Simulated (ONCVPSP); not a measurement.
An all-electron radial function and its pseudo partner (W (Z = 74))

Columns: radius, all-electron u(r) and pseudo u(r) of the 5p shell (level -43.22 eV) of tungsten in the configuration [Kr] 4d10 4f14 5s2 5p6 5d4 6s2; PBEsol, scalar-relativistic, ONCV scheme, ONCVPSP 4.0.1.

```json
{"r (bohr)": "0.125", "all-electron": "0.3253", "pseudo": "0.0297"}
{"r (bohr)": "0.250", "all-electron": "-0.1283", "pseudo": "0.1157"}
{"r (bohr)": "0.375", "all-electron": "-0.5406", "pseudo": "0.2487"}
{"r (bohr)": "0.500", "all-electron": "-0.2764", "pseudo": "0.4142"}
{"r (bohr)": "0.625", "all-electron": "0.2111", "pseudo": "0.5920"}
{"r (bohr)": "0.750", "all-electron": "0.6290", "pseudo": "0.7584"}
{"r (bohr)": "0.875", "all-electron": "0.8948", "pseudo": "0.8907"}
{"r (bohr)": "1.000", "all-electron": "1.0190", "pseudo": "0.9728"}
{"r (bohr)": "1.125", "all-electron": "1.0389", "pseudo": "0.9987"}
{"r (bohr)": "1.250", "all-electron": "0.9918", "pseudo": "0.9712"}
{"r (bohr)": "1.375", "all-electron": "0.9074", "pseudo": "0.9013"}
{"r (bohr)": "1.500", "all-electron": "0.8061", "pseudo": "0.8054"}
{"r (bohr)": "1.625", "all-electron": "0.7012", "pseudo": "0.7012"}
{"r (bohr)": "1.750", "all-electron": "0.6005", "pseudo": "0.6005"}
{"r (bohr)": "1.875", "all-electron": "0.5084", "pseudo": "0.5084"}
{"r (bohr)": "2.000", "all-electron": "0.4266", "pseudo": "0.4266"}
{"r (bohr)": "2.125", "all-electron": "0.3555", "pseudo": "0.3555"}
{"r (bohr)": "2.250", "all-electron": "0.2946", "pseudo": "0.2946"}
{"r (bohr)": "2.375", "all-electron": "0.2431", "pseudo": "0.2431"}
{"r (bohr)": "2.500", "all-electron": "0.1999", "pseudo": "0.1999"}
{"r (bohr)": "2.625", "all-electron": "0.1639", "pseudo": "0.1639"}
{"r (bohr)": "2.750", "all-electron": "0.1340", "pseudo": "0.1340"}
{"r (bohr)": "2.875", "all-electron": "0.1093", "pseudo": "0.1093"}
{"r (bohr)": "3.000", "all-electron": "0.0891", "pseudo": "0.0891"}
{"r (bohr)": "3.125", "all-electron": "0.0724", "pseudo": "0.0724"}
{"r (bohr)": "3.250", "all-electron": "0.0588", "pseudo": "0.0588"}
```

How many radial nodes do the two functions have?

The all-electron 5p function has n − l − 1 = 3 (the table is too coarse to show those close to the nucleus); the pseudo-wave has 0, since the states of the same l below it are removed with the core.

At about which radius was the pseudo-wave matched?

1.65 bohr, where the columns begin to agree (steps of 0.12 bohr).

Where does each function peak?

Outermost all-electron maximum near 1.12 bohr, pseudo maximum near 1.12 bohr (to the table’s step).

Is the pseudo-wave norm-conserving?

Yes: the ONCV scheme keeps the norm inside the radius equal to the all-electron one, which fixes the energy derivative of the logarithmic derivative at the level.
